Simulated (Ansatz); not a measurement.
Cost and result up the ladder for Pb₂O₃ (5 atoms). Charge 0, multiplicity 1. Geometry: PBE-D4/def2-SVP.

```xyz
5

Pb   -1.6331    0.9670    0.0156
Pb    1.4258   -0.7022   -1.0375
O     0.8443   -0.6522    1.0862
O    -0.3224   -0.0157    1.4879
O    -0.3145    0.4031   -1.5522
```

Ansatz on 4 threads of Arm Neoverse V2 on a shared host. Times are rough, and most runs start from the orbitals of an earlier one. PBE0-D4/def2-TZVP serves as the yardstick here, not as an exact answer. Differences are given only for rows in sets of like size (and for xTB, whose basis is part of the method), since another set adds its own error. Binding counts from free atoms at the same level (Pb triplet, O triplet; other spins of the atoms weren't run), without zero-point energy or a counterpoise term.

In the def2 sets Pb takes a core potential; there is no spin–orbit coupling. Correlated methods freeze 11 core orbitals; core or outer-core shells of Pb are correlated, in sets that lack core-valence functions. The structure holds 1 bond(s) between oxygen atoms. Another isomer (singlet) lies 0.21 eV lower at PBE0-D4/def2-TZVP; other spin states weren't run for this one.

Correlated methods converge slowly with the basis.

```csv
level,functions,wall time
PBE-D4/def2-SVP,94,0.7 s
PBE0-D4/def2-SVP,94,1.1 s
LDA (SPW92)/def2-TZVP,193,1.5 s
BLYP-D4/def2-TZVP,193,1.8 s
PBE-D4/def2-TZVP (with forces),193,1.9 s
MP2/def2-TZVP,193,2.6 s
PBE0-D4/def2-TZVP,193,2.9 s
r2SCAN-D4/def2-TZVP,193,3.1 s
BHLYP-D4/def2-TZVP,193,3.1 s
CCSD(T)/def2-TZVPP,193,2 min
```

Question: Estimate what each level gives for the binding energy per atom (eV).

Answer: 
| level | binding energy per atom (eV) | difference from PBE0-D4/def2-TZVP (eV) | remarks |
| --- | --- | --- | --- |
| PBE-D4/def2-SVP | 3.39 | – | – |
| PBE0-D4/def2-SVP | 2.91 | – | – |
| LDA (SPW92)/def2-TZVP | 4.09 | 1.12 | – |
| BLYP-D4/def2-TZVP | 3.34 | 0.38 | – |
| PBE-D4/def2-TZVP (with forces) | 3.41 | 0.45 | – |
| MP2/def2-TZVP | 3.11 | 0.15 | – |
| PBE0-D4/def2-TZVP | 2.96 | 0.00 | – |
| r2SCAN-D4/def2-TZVP | 3.11 | 0.14 | – |
| BHLYP-D4/def2-TZVP | 2.56 | -0.40 | – |
| CCSD(T)/def2-TZVPP | 2.88 | -0.09 | large T1 (0.033) |
